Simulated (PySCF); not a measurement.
A GIAO shielding run with PySCF (density fitting, non-relativistic, gas phase) on `C=N[Si@H](C)OCC`, C₄H₁₁NOSi:

```
$ OMP_NUM_THREADS=1 python probes_run.py task.json out

{"job": {"kind": "nmr", "xc": "PBE0", "basis": "pcSseg-1"}, "charge": 0, "multiplicity": 1}
C     -1.392151     2.184558    -0.000451
N     -0.698175     1.269212    -0.484904
Si    -0.823923    -0.466563    -0.450966
C     -2.161121    -1.204342     0.667974
O      0.540461    -1.105930     0.144954
C      1.858389    -0.951873    -0.300435
C      2.418599     0.424101     0.027413
H     -1.100497     3.220106    -0.165998
H     -2.300764     2.036911     0.592762
H     -1.016271    -0.768516    -1.873752
H     -3.138304    -0.848718     0.357229
H     -2.176247    -2.287629     0.627377
H     -2.015473    -0.915639     1.704725
H      2.446823    -1.730216     0.198936
H      1.901553    -1.122157    -1.382568
H      2.391869     0.588590     1.101685
H      3.445515     0.500694    -0.319740
H      1.810956     1.183729    -0.455898
```

Hardware: 1 thread of an Arm Neoverse N1, shared host. The job also computes population analyses, field gradients.

Question: How large is the calculation?

Answer: 64 electrons, 181 basis functions and 956 auxiliary functions.

Question: How long does it take, and how much memory does it need?

Answer: 61 s of wall time, with 14 SCF cycles and 5 response iterations; peak memory 0.87 GiB. Times on a shared host scatter by some tens of per cent.
